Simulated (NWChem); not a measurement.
Species: C$_{2}$H$_{8}$Sn; SMILES [CH3][SnH2][CH3]

```xyz
11

Sn     0.0000     0.0000     0.3067
C     -1.7676     0.0000    -0.9253
C      1.7676     0.0000    -0.9253
H      0.0000     1.3948     1.3138
H      0.0000    -1.3948     1.3138
H     -1.7823    -0.8938    -1.5653
H     -2.6704     0.0000    -0.2984
H     -1.7823     0.8938    -1.5653
H      2.6704     0.0000    -0.2984
H      1.7823    -0.8938    -1.5653
H      1.7823     0.8938    -1.5653
```
Atoms are numbered in this order, from 1.

All runs: NWChem. Geometry: optimised at PBE0/def2-SVP (def2 core potentials past Kr).

For level TPSS/3-21G, non-relativistic:

| Property | Value |
|---|---|
| highest occupied level (eV) | -6.78 |
| orbital gap (eV) | 7.51 |
| dipole (D) | 0.83 |

### Question
How do the values read with level TPSS/STO-3G, non-relativistic instead?

### Answer
| Property | Result |
|---|---|
| highest occupied level (eV) | -4.95 |
| orbital gap (eV) | 10.72 |
| dipole (D) | 0.00 |
